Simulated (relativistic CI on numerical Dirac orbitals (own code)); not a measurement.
# Slater and spin-orbit integrals, Hg⁴⁶⁺

Computed by Dirac-Coulomb-Breit CI, KLI orbitals optimised for each configuration, a model potential for QED, unscaled Slater integrals (own radial code, finite nucleus).

Slater integrals F^k, G^k are unscaled and averaged over j, outside the closed core [Ar] 3d10; ζ comes from projecting the Hamiltonian with its Breit term on Σ l·s of the shell.

- 4s2 4p4: F^2(4p,4p) = 276750, ζ(4p) = 774110 cm⁻¹; <r>(4p) = 0.3665, <r^2>(4p) = 0.1522 (bohr units).
- 4s 4p5: G^1(4s,4p) = 362180, ζ(4p) = 773680 cm⁻¹; <r>(4s) = 0.3566, <r^2>(4s) = 0.1431, <r>(4p) = 0.3666, <r^2>(4p) = 0.1523 (bohr units).
- 4s2 4p3 4d: F^2(4p,4p) = 276700, ζ(4p) = 774980, F^2(4p,4d) = 273370, G^1(4p,4d) = 336190, G^3(4p,4d) = 216280, ζ(4d) = 97482 cm⁻¹; <r>(4p) = 0.3666, <r^2>(4p) = 0.1523, <r>(4d) = 0.3638, <r^2>(4d) = 0.1514 (bohr units).

Averages of the first 10 configurations, taken without configuration mixing, which lowers the lowest level and can move excited configurations by several eV; other configurations of the list can lie among them:

```
Configuration  Parity  States  Average energy above the lowest level (eV)
      4s2 4p4    even      15                                        99.9
       4s 4p5     odd      12                                       322.2
   4s2 4p3 4d     odd     200                                       347.0
          4p6    even       1                                       556.9
    4s 4p4 4d    even     300                                       563.9
   4s2 4p3 4f    even     280                                       569.1
    4s 4p4 4f     odd     420                                       786.2
       4p5 4d     odd      60                                       793.2
   4s 4p3 4d2     odd    1800                                       809.2
4s2 4p2 4d 4f     odd    2100                                       817.0
```
